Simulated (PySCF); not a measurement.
# Diatomic cations of Cl with group 14

HF with double-zeta basis sets in PySCF, for the lowest determinant that a PBE0 search found; no spin–orbit coupling. De refers to high-spin ground-configuration atoms (the charge goes to the atom of lower measured ionisation energy or higher electron affinity, which is not always the lowest computed limit). A positive dipole points towards Cl; it is taken about the centre of mass and depends on that origin.

| M | basis | reference | charged atom | state (unpaired electrons) | Re (Å) | ωe (cm⁻¹) | De (eV) | μ (D) |
| --- | --- | --- | --- | --- | --- | --- | --- | --- |
| C | cc-pVDZ/cc-pV(D+d)Z | RHF | C+ | singlet (closed shell) | 1.524 | 1299 | 4.12 | -0.25 |
| Si | def2-SVP | RHF | Si+ | singlet (closed shell) | 1.963 | 696 | 3.49 | -4.02 |
| Ge | def2-SVP | RHF | Ge+ | singlet (closed shell) | 2.069 | 519 | 3.01 | -2.67 |
| Sn | def2-SVP | RHF | Sn+ | singlet (closed shell) | 2.290 | 439 | 2.64 | -3.42 |
| Pb | def2-SVP | RHF | Pb+ | singlet (closed shell) | 2.391 | 393 | n/a | -3.70 |

The shortest bond is that of CCl⁺ (1.524 Å), the longest that of PbCl⁺ (2.391 Å).

The rows differ in basis set, which adds steps of its own.

Down a group the atoms grow and get heavier, so bonds lengthen and wavenumbers fall; this series shows no clear exception.

Spin–orbit coupling is left out, which matters for elements this heavy, above all for dissociation energies. For an ion De counts to the pair picked by the measured ionisation energies or electron affinities, which need not be the lowest pair at this level. Where the molecule has an RHF reference, its open-shell atoms are computed with UHF. Hartree–Fock leaves out correlation, which carries a large part of most bond energies and some tenths to 1 eV of ionisation energies.
